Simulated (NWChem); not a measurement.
System: InSiH3F2; SMILES [SiH3][In]([F])[F]

Excerpt of the output:

```
             Northwest Computational Chemistry Package (NWChem) 7.3.0
             --------------------------------------------------------

 C1  symmetry detected

                             Geometry "geometry" -> ""
                             -------------------------

 Output coordinates in angstroms (scale by  1.889725989 to convert to a.u.)

  No.       Tag          Charge          X              Y              Z
 ---- ---------------- ---------- -------------- -------------- --------------
    1 In                  49.0000    -0.00089828     0.28380637     0.00099681
    2 F                    9.0000    -1.57007496     1.45458641    -0.00154194
    3 F                    9.0000     1.57893297     1.44028832    -0.00154312
    4 Si                  14.0000    -0.00337960    -2.26738515    -0.00055634
    5 H                    1.0000     0.86374218    -2.73706485     1.11747496
    6 H                    1.0000     0.54804047    -2.72620427    -1.30793471
    7 H                    1.0000    -1.40017482    -2.75372384     0.17717019

 Effective nuclear repulsion energy (a.u.)     472.3544838942

                                 NWChem DFT Module
                                 -----------------

 Summary of "ao basis" -> "ao basis" (spherical)
 ------------------------------------------------------------------------------
       Tag                 Description            Shells   Functions and Types
 ---------------- ------------------------------  ------  ---------------------
 In                          sto-3g                 11       27   5s4p2d
 F                           sto-3g                  3        5   2s1p
 Si                          sto-3g                  5        9   3s2p
 H                           sto-3g                  1        1   1s

            General Information
            -------------------
          SCF calculation type: DFT
          Wavefunction type:  closed shell.
          No. of atoms     :     7
          No. of electrons :    84
           Alpha electrons :    42
            Beta electrons :    42
          Charge           :     0
          Spin multiplicity:     1
          Use of symmetry is: off; symmetry adaption is: off
          Maximum number of iterations: 150
          AO basis - number of functions:    49
                     number of shells:    25
          Convergence on energy requested:  1.00D-06
          Convergence on density requested:  1.00D-05
          Convergence on gradient requested:  5.00D-04

              XC Information
              --------------
                         PBE0 Method XC Functional
                     Hartree-Fock (Exact) Exchange  0.250
          PerdewBurkeErnzerhof Exchange Functional  0.750
            Perdew 1991 LDA Correlation Functional  1.000 local
           PerdewBurkeErnz. Correlation Functional  1.000 non-local

             Grid Information
             ----------------
          Grid used for XC integration:  medium
          Radial quadrature: Mura-Knowles
          Angular quadrature: Lebedev.
          Tag              B.-S. Rad. Rad. Pts. Rad. Cut. Ang. Pts.
          ---              ---------- --------- --------- ---------
          In                  1.55      123           9.0       590
          F                   0.50       49          11.0       434
          Si                  1.10       88           8.0       590
          H                   0.35       45          10.0       434
          Grid pruning is: on
          Number of quadrature shells:   444
          Spatial weights used:  Erf1

      Superposition of Atomic Density Guess
      -------------------------------------

 Sum of atomic energies:       -6165.63738280

      Non-variational initial energy
      ------------------------------

 Total energy =   -6165.012952
 1-e energy   =   -9500.391371
 2-e energy   =    2863.023934
 HOMO         =      -0.155738
 LUMO         =       0.198134

     ---------------------------------------------
      Total Density - Mulliken Population Analysis
     ---------------------------------------------

    Atom       Charge   Shell Charges
 -----------   ------   -------------------------------------------------------
    1 In  49    47.82   2.00  2.00  6.00  2.00  5.99  2.01  5.97  1.20  0.69 10.00  9.96
    2 F    9     9.72   2.00  1.96  5.76
    3 F    9     9.72   2.00  1.96  5.76
    4 Si  14    13.20   2.00  1.99  5.88  1.31  2.03
    5 H    1     1.18   1.18
    6 H    1     1.18   1.18
    7 H    1     1.18   1.18

   convergence    iter        energy       DeltaE   RMS-Dens  Diis-err
 ---------------- ----- ----------------- --------- --------- ---------
 d= 0,ls=0.0,diis     1  -6168.7751051039 -6.64D+03  9.54D-02  7.53D-01
 d= 0,ls=0.0,diis     2  -6167.1140545788  1.66D+00  6.84D-02  1.05D+01
 d= 0,ls=0.0,diis     3  -6169.0287560292 -1.91D+00  8.12D-03  1.07D-01
 d= 0,ls=0.0,diis     4  -6169.0524129185 -2.37D-02  1.49D-03  2.10D-03
 d= 0,ls=0.0,diis     5  -6169.0528849525 -4.72D-04  4.42D-04  2.12D-04
  Resetting Diis
 d= 0,ls=0.0,diis     6  -6169.0529286861 -4.37D-05  1.12D-04  8.20D-06
 d= 0,ls=0.0,diis     7  -6169.0529297465 -1.06D-06  1.50D-04  4.13D-06
 d= 0,ls=0.0,diis     8  -6169.0529271611  2.59D-06  9.90D-05  1.53D-05
 d= 0,ls=0.0,diis     9  -6169.0529307164 -3.56D-06  6.01D-06  2.77D-08
 d= 0,ls=0.0,diis    10  -6169.0529307228 -6.40D-09  1.74D-06  3.49D-09

         Total DFT energy =    -6169.052930722767
      One electron energy =    -9492.637221437342
           Coulomb energy =     3050.656255394645
    Exchange-Corr. energy =     -199.426448574313
 Nuclear repulsion energy =      472.354483894243

 Numeric. integr. density =       83.999969768930

                       DFT Final Molecular Orbital Analysis
                       ------------------------------------

[...]
```

Level: PBE0/STO-3G, non-relativistic. Coordinates come from a PBE0/def2-SVP (def2 core potentials past Kr) optimisation.

Task: Reconstruct the input file.

Result: This is not unique; one that fits is the input that was run:
```
start job
memory heap 200 mb stack 900 mb global 1100 mb
geometry units angstroms noautoz
  In    -0.003118     0.286412     0.002077
  F     -1.571982     1.457605    -0.002454
  F      1.577022     1.442467    -0.002182
  Si    -0.006280    -2.264778     0.004593
  H      0.860628    -2.732905     1.123441
  H      0.545121    -2.725829    -1.302008
  H     -1.403219    -2.750460     0.182984
end
basis spherical
  * library sto-3g
end
dft
  xc pbe0
  iterations 150
  mulliken
end
task dft energy
```
